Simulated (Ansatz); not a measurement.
V₂O⁺, relaxed as a quartet with UKS PBE-D4/def2-TZVP in Ansatz, starting from the PBE-D4/def2-TZVP geometry of the charge +1 doublet. Force threshold 0.02 eV/Å.

The charge 1 quartet is spin-contaminated (final ⟨S²⟩ up to 3.93, 3.75 for a pure state). The relaxation made no stability test and no search for a lower SCF solution. At PBE-D4/def2-TZVP a doublet of charge 1 lies 0.15 eV below the quartet, each at its own geometry. That doublet is doubtful there (⟨S²⟩ 2.38, where a pure state has 0.75). The structure comes from a short search, and lower isomers may exist.

Start:

```tsv
atom	x (Å)	y (Å)	z (Å)
V1	0.291	0.536	-1.073
V2	0.201	0.241	1.141
O3	-0.493	-0.777	-0.068
```

Problem. Estimate the energy that the relaxation releases and the steps that it takes.

Solution. 0.08 eV, in 8 steps; 12 s on 4 threads of Arm Neoverse V2 on a shared host. The force fell under the threshold at step 7, but the optimiser went on. No frequencies were taken in this run, so the end may be a saddle point.

Problem. Does the start keep its bonding and symmetry?

Solution. By distances, no bond broke or formed. The bond that changes most is V1–O3, from 1.83 to 1.92 Å (atoms count from 1). Point group Cs at the start, Cs at the end, both within 0.05 Å.

Problem. Predict the relaxed structure.

Solution. 
Cartesian coordinates in Å:
```
V 0.319 0.576 -1.028
V 0.200 0.245 1.049
O -0.519 -0.821 -0.021
```
Bond lengths (bridged metal pairs left out): 2 × O–V 1.67 to 1.92 Å.
